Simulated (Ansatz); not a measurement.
`CB1C[SiH2]1` + `FC(F)=C(F)I` → `IB1C[SiH2]1` + `CC(F)=C(F)F` at 500 K and 1 bar (formal exchange of groups at a B–C bond).

Program: Ansatz. Geometries: PBE0-D4/def2-TZVP. ΔE: electronic, gas phase. CBS: MP2 limit from def2 TZ/QZ plus the TZ coupled-cluster correction, frozen cores. def2 core potentials past Kr. For I outer-core shells are correlated without core-valence functions, which leaves a few kJ/mol of doubt a bond.

```
      species  CCSD(T)/CBS energy (Eh)  H − E (kJ/mol)  S (J/(mol·K))
`CB1C[SiH2]1`               -394.13392           258.7          386.0
`FC(F)=C(F)I`               -672.84860            88.0          390.2
`IB1C[SiH2]1`               -651.73646           159.6          385.5
`CC(F)=C(F)F`               -415.28897           191.1          378.5
```

H − E and S are ideal-gas, rigid-rotor, harmonic terms from PBE0-D4/def2-TZVP, for one conformer and one mirror image of each species. 1 Eh = 2625.50 kJ/mol, R = 8.31446 J/(mol·K).

**Question.** By hand: ΔE, ΔH, ΔS and ΔG.

**Answer.** ΔE = (-651.73646) + (-415.28897) − (-394.13392) − (-672.84860) = -0.04291 Eh = -112.7 kJ/mol. Δ(H − E) = 159.6 + 191.1 − 258.7 − 88.0 = 4.0, so ΔH = -108.7 kJ/mol. ΔS = 385.5 + 378.5 − 386.0 − 390.2 = -12.2 J/(mol·K). ΔG = -108.7 − 500 × (-12.2)/1000 = -102.6 kJ/mol.

**Question.** By hand: the equilibrium constant, and the temperature at which ΔG would vanish if ΔH and ΔS stayed fixed.

**Answer.** log₁₀ K = −ΔG/(RT ln 10) = 10.7. ΔG = 0 at ΔH/ΔS = 8910 K, far beyond where these terms or the molecules hold.

The number of gas molecules stays the same, so ΔS is small and ΔH decides. A doubt of 5 kJ/mol in ΔE shifts log₁₀ K by 0.5 here. Other conformers and mirror images would add mixing entropy, several J/(mol·K) or more a flexible species. These are equilibria of isolated gas molecules and say nothing of rates. Largest T1 diagnostic: 0.013 (customary marks: 0.02 for closed shells, 0.045 for open ones).
